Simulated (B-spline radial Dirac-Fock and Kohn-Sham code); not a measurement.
# X-ray form factors of carbon in several charge states

Model: Dirac-Fock densities. Program: a radial B-spline solver.

Configurations: C [He] 2s2 2p2; C⁺ [He] 2s2 2p1; C²⁺ [He] 2s2. The first column is f₀ of C, the others are differences from it.

```
s (Å⁻¹)      C    Δ C⁺   Δ C²⁺
      0  6.000  -1.000  -2.000
    0.1  5.115  -0.650  -1.429
    0.2  3.569  -0.190  -0.577
    0.3  2.497  -0.021  -0.159
    0.4  1.949  +0.003  -0.039
    0.5  1.685   0.000  -0.013
    0.7  1.426  +0.001  +0.003
    0.9  1.218  +0.005  +0.014
    1.1  1.012  +0.007  +0.018
    1.4  0.736  +0.006  +0.016
```

Values without a named source are computed, but for edge energies of neutral atoms, which are taken from tables.
